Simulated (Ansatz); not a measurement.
This geometry of CH₆SiTe (9 atoms, charge 0, multiplicity 1) is a first-order saddle point.

Computed with RKS PBE-D4/def2-SVP in Ansatz 0.2.0.

```xyz
9
Properties=species:S:1:pos:R:3
C -0.929 0.646 -0.552
Si 0.301 -0.754 -0.189
Te 2.347 0.013 1.091
H -1.036 0.792 -1.645
H -0.585 1.603 -0.113
H -1.926 0.407 -0.132
H 0.891 -1.322 -1.452
H -0.371 -1.872 0.563
H 1.396 0.442 2.412
```

Problem. Which two structures does it join? (They come from a converged band through this point; their orientation in space is the band's.)

Solution. No bond is made or broken. The dihedral H4–C1–Si2–Te3 goes from 178 to 57°. The two ends are copies of one structure, up to a mirror image or an exchange of like atoms.

First end point:

```xyz
9
Properties=species:S:1:pos:R:3
C -0.801 0.733 -0.611
Si 0.383 -0.697 -0.268
Te 2.009 -0.184 1.601
H -1.472 0.481 -1.458
H -0.237 1.653 -0.864
H -1.428 0.943 0.279
H 1.277 -0.964 -1.449
H -0.387 -1.951 0.049
H 0.744 -0.059 2.704
```

Last end point:

```xyz
9
Properties=species:S:1:pos:R:3
C -0.955 0.591 -0.532
Si 0.301 -0.768 -0.161
Te 2.393 0.124 0.948
H -0.504 1.374 -1.173
H -1.302 1.068 0.407
H -1.839 0.166 -1.053
H 0.817 -1.401 -1.426
H -0.319 -1.839 0.696
H 1.496 0.638 2.277
```

Problem. How far does it lie above each of them?

Solution. 1.6 kcal/mol above the first and 1.6 kcal/mol above the second. This is the barrier of this one path; another mechanism may lie lower.

Time of the run: 36 s on 1 thread of Intel(R) Xeon(R) Platinum 8559C (Emerald Rapids) (shared host), peak memory 0.14 GiB.
